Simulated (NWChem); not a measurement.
System: C5H4O; SMILES O=C1C=CC=C1

Here is an NWChem input.

```
start job
memory heap 200 mb stack 900 mb global 1100 mb
geometry units angstroms noautosym nocenter noautoz
  O      0.000000     0.000000    -2.037968
  C      0.000000     0.000000    -0.823217
  C      0.000000     1.205695     0.087587
  C      0.000000     0.751636     1.348995
  C      0.000000    -0.751636     1.348995
  C      0.000000    -1.205695     0.087587
  H      0.000000     2.226036    -0.271975
  H      0.000000     1.345654     2.256349
  H      0.000000    -1.345654     2.256349
  H      0.000000    -2.226036    -0.271975
end
basis spherical
  * library def2-svp
end
dft
  xc b3lyp
  iterations 150
  mulliken
end
task dft energy
esp
  recalculate
  probe 0.07
  range 0.3
  factor 1.0
  spacing 0.02
end
task esp
```

Excerpt of the output:

```
             Northwest Computational Chemistry Package (NWChem) 7.3.0
             --------------------------------------------------------

                             Geometry "geometry" -> ""
                             -------------------------

 Output coordinates in angstroms (scale by  1.889725989 to convert to a.u.)

  No.       Tag          Charge          X              Y              Z
 ---- ---------------- ---------- -------------- -------------- --------------
    1 O                    8.0000     0.00000000     0.00000000    -2.03796800
    2 C                    6.0000     0.00000000     0.00000000    -0.82321700
    3 C                    6.0000     0.00000000     1.20569500     0.08758700
    4 C                    6.0000     0.00000000     0.75163600     1.34899500
    5 C                    6.0000     0.00000000    -0.75163600     1.34899500
    6 C                    6.0000     0.00000000    -1.20569500     0.08758700
    7 H                    1.0000     0.00000000     2.22603600    -0.27197500
    8 H                    1.0000     0.00000000     1.34565400     2.25634900
    9 H                    1.0000     0.00000000    -1.34565400     2.25634900
   10 H                    1.0000     0.00000000    -2.22603600    -0.27197500

 Effective nuclear repulsion energy (a.u.)     199.8926833272

                                 NWChem DFT Module
                                 -----------------

 Summary of "ao basis" -> "ao basis" (spherical)
 ------------------------------------------------------------------------------
       Tag                 Description            Shells   Functions and Types
 ---------------- ------------------------------  ------  ---------------------
 O                          def2-svp                 6       14   3s2p1d
 C                          def2-svp                 6       14   3s2p1d
 H                          def2-svp                 3        5   2s1p

            General Information
            -------------------
          SCF calculation type: DFT
          Wavefunction type:  closed shell.
          No. of atoms     :    10
          No. of electrons :    42
           Alpha electrons :    21
            Beta electrons :    21
          Charge           :     0
          Spin multiplicity:     1
          Use of symmetry is: off; symmetry adaption is: off
          Maximum number of iterations: 150
          AO basis - number of functions:   104
                     number of shells:    48
          Convergence on energy requested:  1.00D-06
          Convergence on density requested:  1.00D-05
          Convergence on gradient requested:  5.00D-04

              XC Information
              --------------
                         B3LYP Method XC Potential
                     Hartree-Fock (Exact) Exchange  0.200
                        Slater Exchange Functional  0.800 local
                    Becke 1988 Exchange Functional  0.720 non-local
              Lee-Yang-Parr Correlation Functional  0.810
                  VWN I RPA Correlation Functional  0.190 local

             Grid Information
             ----------------
          Grid used for XC integration:  medium
          Radial quadrature: Mura-Knowles
          Angular quadrature: Lebedev.
          Tag              B.-S. Rad. Rad. Pts. Rad. Cut. Ang. Pts.
          ---              ---------- --------- --------- ---------
          O                   0.60       49          11.0       434
          C                   0.70       49          10.0       434
          H                   0.35       45          11.0       434
          Grid pruning is: on
          Number of quadrature shells:   474
          Spatial weights used:  Erf1

      Superposition of Atomic Density Guess
      -------------------------------------

 Sum of atomic energies:        -264.81232256

      Non-variational initial energy
      ------------------------------

 Total energy =    -268.469511
 1-e energy   =    -753.401850
 2-e energy   =     285.039656
 HOMO         =      -0.265542
 LUMO         =      -0.134981

     ---------------------------------------------
      Total Density - Mulliken Population Analysis
     ---------------------------------------------

    Atom       Charge   Shell Charges
 -----------   ------   -------------------------------------------------------
    1 O    8     8.68   1.99  1.14  0.66  3.04  1.84  0.01
    2 C    6     5.36   1.99  0.94  0.19  1.54  0.60  0.09
    3 C    6     6.17   1.99  0.98  0.33  2.01  0.83  0.03
    4 C    6     5.98   1.99  0.97  0.31  1.88  0.79  0.04
    5 C    6     5.98   1.99  0.97  0.31  1.88  0.79  0.04
    6 C    6     6.17   1.99  0.98  0.33  2.01  0.83  0.03
    7 H    1     0.92   0.67  0.22  0.03
    8 H    1     0.92   0.67  0.22  0.02
    9 H    1     0.92   0.67  0.22  0.02
   10 H    1     0.92   0.67  0.22  0.03

   convergence    iter        energy       DeltaE   RMS-Dens  Diis-err
 ---------------- ----- ----------------- --------- --------- ---------
 d= 0,ls=0.0,diis     1   -267.7862822109 -4.68D+02  2.54D-02  9.47D-01
 d= 0,ls=0.0,diis     2   -267.4726311509  3.14D-01  1.86D-02  4.07D+00
 d= 0,ls=0.0,diis     3   -267.9019608241 -4.29D-01  2.69D-03  6.42D-02
 d= 0,ls=0.0,diis     4   -267.9071014422 -5.14D-03  1.20D-03  1.38D-02
 d= 0,ls=0.0,diis     5   -267.9085966810 -1.50D-03  3.84D-04  1.92D-03
  Resetting Diis
 d= 0,ls=0.0,diis     6   -267.9088468129 -2.50D-04  9.97D-05  2.47D-04
 d= 0,ls=0.0,diis     7   -267.9088778640 -3.11D-05  6.14D-05  4.91D-06
 d= 0,ls=0.0,diis     8   -267.9088757958  2.07D-06  3.77D-05  2.43D-05
 d= 0,ls=0.0,diis     9   -267.9088784536 -2.66D-06  3.65D-06  2.42D-07
 d= 0,ls=0.0,diis    10   -267.9088784785 -2.48D-08  1.04D-06  1.33D-08

         Total DFT energy =     -267.908878478454
      One electron energy =     -757.720042530342
           Coulomb energy =      327.032541031995
    Exchange-Corr. energy =      -37.114060307269
 Nuclear repulsion energy =      199.892683327163

 Numeric. integr. density =       41.999969809088

                       DFT Final Molecular Orbital Analysis
                       ------------------------------------

 Vector   19  Occ=2.000000D+00  E=-3.381070D-01
              MO Center=  2.2D-10,  6.5D-10,  4.5D-02, r^2= 3.5D+00
   Bfn.  Coefficient  Atom+Function         Bfn.  Coefficient  Atom+Function
  ----- ------------  ---------------      ----- ------------  ---------------
     4      0.354496   1 O  px               46     -0.284017   4 C  px
    60     -0.284017   5 C  px                7      0.241999   1 O  px
    49     -0.175739   4 C  px               63     -0.175739   5 C  px
    32     -0.172761   3 C  px               74     -0.172761   6 C  px
    18      0.125545   2 C  px               35     -0.105935   3 C  px

 Vector   20  Occ=2.000000D+00  E=-2.650667D-01
              MO Center=  3.9D-10,  5.3D-10, -1.3D+00, r^2= 2.2D+00
   Bfn.  Coefficient  Atom+Function         Bfn.  Coefficient  Atom+Function
  ----- ------------  ---------------      ----- ------------  ---------------
     5      0.558747   1 O  py                8      0.398656   1 O  py
    31     -0.277833   3 C  s                73      0.277833   6 C  s
    34      0.189101   3 C  pz               76     -0.189101   6 C  pz
    19     -0.159917   2 C  py               33      0.159819   3 C  py
    75      0.159819   6 C  py               36      0.130598   3 C  py

 Vector   21  Occ=2.000000D+00  E=-2.528515D-01
              MO Center= -1.1D-09, -4.5D-09,  5.2D-01, r^2= 2.6D+00
   Bfn.  Coefficient  Atom+Function         Bfn.  Coefficient  Atom+Function
  ----- ------------  ---------------      ----- ------------  ---------------
    32      0.351295   3 C  px               74     -0.351295   6 C  px
    46      0.259993   4 C  px               60     -0.259993   5 C  px
    35      0.256555   3 C  px               77     -0.256555   6 C  px
    49      0.187298   4 C  px               63     -0.187298   5 C  px

[...]

                     NWChem Electrostatic Potential Fit Module
                     -----------------------------------------

 Atom parameters

 Number of atoms is                                   10
 Number of basis functions is                        104

 Grid parameters

 Maximum number of grid points is                  38894
 Number of grid points is                          38893
 Grid range                                     0.300000 nm
 Grid spacing                                   0.020000 nm
 Probe radius                                   0.070000 nm
 Atom radius factor                             1.000000

 Atomic radii

    1    0.100000
    6    0.147000
    8    0.136000
 FASTESP  F
  using M.O. file = ./job.movecs

    Atom              Coordinates                           Charge

                                                  ESP

    1 O     0.000000    0.000000   -0.203797   -0.489099
    2 C     0.000000    0.000000   -0.082322    0.747797
    3 C     0.000000    0.120570    0.008759   -0.371264
    4 C     0.000000    0.075164    0.134900   -0.021408
    5 C     0.000000   -0.075164    0.134900   -0.010582
    6 C     0.000000   -0.120570    0.008759   -0.379012
    7 H     0.000000    0.222604   -0.027198    0.158927
    8 H     0.000000    0.134565    0.225635    0.103076
    9 H     0.000000   -0.134565    0.225635    0.099571
   10 H     0.000000   -0.222604   -0.027198    0.161994
                                            ------------
                                                0.000000

 Dipole moment                                  1.213695

 Quadrupole moment Qxx                         -3.170849
                   Qyy                          5.918650
                   Qzz                         -2.747801

 RMS deviation kJ/mol                           0.059233

 RRMS %                                        26.802364
```

Level: B3LYP/def2-SVP. All runs use the structure optimised with B3LYP/6-31G* (spherical d).
